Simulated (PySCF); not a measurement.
How methods differ on the excitation energy of S+

S+ [Ne] 3s2 3p3 (4S) → S+ [Ne] 3s1 3p3 4s1 (6S), as a difference of total energies. Computed with PySCF 2.14 in aug-cc-pwCVDZ (6s5p3d, 36 functions), with no relativity, point nucleus. Correlated levels: nothing frozen. The calculations carry no spin-orbit coupling.

```tsv
method	excitation energy (eV)
UHF	18.523
MP2 (all electrons)	19.950
SCS-MP2 (all electrons)	20.330
CCSD (all electrons)	20.155
CCSD(T) (all electrons)	20.197
```

Task: How much does correlation contribute at CCSD(T) (all electrons)?

Result: 20.197 − (18.523) = 1.674 eV, measured against UHF.

The promoted electron is Rydberg-like, and one or two diffuse shells describe it only roughly, which tends to raise the upper state.
